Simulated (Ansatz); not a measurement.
`OB(Cl)Cl` → B• + 2 Cl• + H• + O•  (atomization)

Program: Ansatz. Geometries: PBE0-D4/def2-TZVP. ΔE: electronic, gas phase. CCSD(T)/CBS is extrapolated from def2-TZVPP and def2-QZVPP, frozen cores. Functionals use def2-TZVPP. B3LYP here is the variant with VWN-RPA as its local correlation; programs differ in this. HSE06 is defined as in plane-wave codes. Open shells (•) are unrestricted, without spin–orbit coupling. Spin–orbit coupling would lower the free atoms: a little for B, Cl, O. One conformer a species, not always the lowest.

```tsv
level	ΔE (kJ/mol)	difference from CCSD(T)/CBS
PBE-D4	2000.6	67.9
revPBE-D4	1936.6	3.9
BLYP-D4	1925.0	-7.7
B97M-V	1963.7	31.0
B3LYP-D4	1917.8	-14.9
r2SCANh-D4	1945.8	13.1
r2SCAN0-D4	1918.2	-14.5
HSE06-D4	1952.8	20.1
ωB97M-V	1954.5	21.8
PBE	1989.3	56.6
revPBE	1902.4	-30.3
r2SCAN	1962.4	29.7
HSE06	1944.0	11.3
CAM-B3LYP	1920.9	-11.8
LC-ωPBE	1931.4	-1.3
HF/def2-SVP	1448.6	-484.1
MP2/def2-SVP	1916.2	-16.5
CCSD/def2-SVP	1811.0	-121.7
HF/def2-TZVPP	1421.4	-511.3
MP2/def2-TZVPP	1970.4	37.7
SCS-MP2/def2-TZVPP	1916.6	-16.1
HF/def2-QZVPP	1422.9	-509.8
MP2/def2-QZVPP	2002.6	69.9
SCS-MP2/def2-QZVPP	1951.4	18.7
CCSD(T)/def2-QZVPP	1909.2	-23.5
HF/CBS(def2)	1423.1	-509.6
MP2/CBS(def2)	2025.6	92.9
CCSD/CBS(def2)	1886.8	-45.9
MP2/cc-pV(D+d)Z	1864.1	-68.6
CCSD(T)/cc-pV(D+d)Z	1778.2	-154.5
HF/cc-pV(T+d)Z	1421.2	-511.5
MP2/cc-pV(T+d)Z	1967.0	34.3
CCSD/cc-pV(T+d)Z	1832.7	-100.0
CCSD(T)/cc-pV(T+d)Z	1873.6	-59.1
MP2/cc-pV(Q+d)Z	2002.5	69.8
CCSD(T)/cc-pV(Q+d)Z	1909.4	-23.3
HF/CBS(cc)	1423.8	-508.9
MP2/CBS(cc)	2026.9	94.2
CCSD/CBS(cc)	1888.4	-44.3
CCSD(T)/CBS(cc)	1934.0	1.3
CCSD(T)/CBS	1932.7	0
```

Question: What do rigid-rotor, harmonic-oscillator terms from PBE0-D4/def2-TZVP frequencies (298.15 K, 1 bar) make of the CCSD(T)/CBS value? (Estimate.)

Answer: Computed: ΔZPE = -57.0 kJ/mol, ΔH = +1892.9 kJ/mol, ΔS = 471 J/(mol·K), ΔG = +1752.5 kJ/mol. Open shells count their whole term as degenerate.

Largest T1 diagnostic among the species: 0.014.

At CCSD(T), def2-SVP lies −96.2 kJ/mol from the extrapolated value and def2-TZVPP −56.3 kJ/mol: correlation converges slowly with the basis, and small sets miss more of it in the bonded molecule than in its fragments. From r2SCAN to r2SCAN0 (25 % exact exchange), in def2-TZVPP and without D4, ΔE moves by −47.2 kJ/mol: exact exchange takes away binding that semilocal exchange gives to molecules.

CCSD(T)/CBS has its own doubt, a few kJ/mol and more with outer-core shells, so smaller differences from it don't rank the levels.
